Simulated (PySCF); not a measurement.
H5Si2, SMILES [SiH2][SiH3], multiplicity 2. Geometry: B3LYP-D3(BJ)/def2-TZVP. The isomer is the one that the SMILES or the coordinates give; other isomers of the formula were not compared.

Level of theory: PySCF with B3LYP-D3(BJ)/def2-TZVP.

Harmonic wavenumbers (cm⁻¹): 131, 381, 398, 427, 594, 634, 875, 935, 948, 950, 2188, 2197, 2212, 2221, 2230. Rotational constants (GHz): 53.28, 5.326, 5.199; symmetry number 1.

Question: Work out the zero-point energy and the ideal-gas rigid-rotor harmonic-oscillator thermochemistry at 298.15 K and 1 atm.

Answer: ZPE = ½ Σ hcν = ½ × 17319 cm⁻¹ = 24.76 kcal/mol. H − E(el) = 28.45 kcal/mol. Entropy in cal/(mol K): translation 38.25, rotation 22.90, vibration 7.18, spin 1.38, total 69.71. G − E(el) = 7.66 kcal/mol. Cp = 18.16 cal/(mol K). Modes under 150 cm⁻¹ make the vibrational entropy uncertain.
